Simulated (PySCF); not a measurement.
# IrF3, triplet: molecular constants

Method: UPBE0 in PySCF with Ir def2-SVP with ECP60, F def2-SVP; scalar-relativistic core potentials, no spin–orbit coupling; density-fitted integrals.

The structure is a saddle point with 1 imaginary mode.

| Item | Value |
| --- | --- |
| Point group | C2v |
| Bond lengths | Ir–F 1.842 Å (×3) |
| Bond angles | F–Ir–F 85.6°, F–Ir–F 137.2° (×2) |
| Lowest empty level (β) | -4.76 eV |
| Highest occupied level (β) | -8.48 eV |
| Rotational constants | 0.2832, 0.127, 0.08768 cm⁻¹ |
| Dipole moment | 1.26 D |
| Principal polarisabilities | 25.3, 29.6, 36.6 bohr³ |
| Principal quadrupole moments (Buckingham, traceless) about the centre of mass | -5.01, 1.60, 3.41 D Å |
| Spin squared ⟨S²⟩ | 2.006 |
| Atomisation energy without zero-point energy | 1130 kJ/mol |
| Zero-point energy (real modes) | 15.2 kJ/mol |

Harmonic modes (masses in u: Ir 192.963, F 18.998):
| symmetry | ω (cm⁻¹) | IR (km/mol) | type |
| --- | --- | --- | --- |
| b2 | 126i | – | bend |
| b1 | 202 | 5.6 | bend |
| a1 | 276 | 2.4 | bend |
| b2 | 641 | 74.9 | stretch |
| a1 | 689 | 42.1 | stretch |
| a1 | 733 | 86.3 | stretch |

In C2v the vibrations span 2b2 + b1 + 3a1. Here b1 is antisymmetric to the molecular plane and b2 lies in it.

Charges (e):
| atom | Mulliken | Löwdin | polar tensor | spin (Mulliken) | Mayer order to Ir1 |
| --- | --- | --- | --- | --- | --- |
| Ir1 | 0.96 | 0.42 | 1.49 | 1.62 | – |
| F2 | -0.34 | -0.15 | -0.53 | 0.14 | 1.02 |
| F3,4 | -0.31 | -0.13 | -0.48 | 0.12 | 1.01 |

Mulliken populations on Ir1 (electrons outside its core potential): s 2.75, p 6.26, d 6.95, f 0.07.

Outer orbital energies (eV). α occupied: -13.27, -13.11, -13.09, -12.23, -9.40, -9.37, -9.29, -8.76; empty: -4.30, -0.67, 0.38, 1.28. β occupied: -13.43, -12.98, -12.95, -12.74, -12.46, -11.57, -8.52, -8.48; empty: -4.76, -4.64, -3.61, -0.20.

This need not be the most stable arrangement of these atoms. Open d and f shells are described by one determinant, and the ground state may have another occupation or spin. At this level a triplet minimum of C2v symmetry lies 16 kJ/mol below this structure. Spin–orbit coupling, left out here, can matter for elements this heavy.

The final relaxation and frequency run took of the order of 100 core-seconds on a shared host.
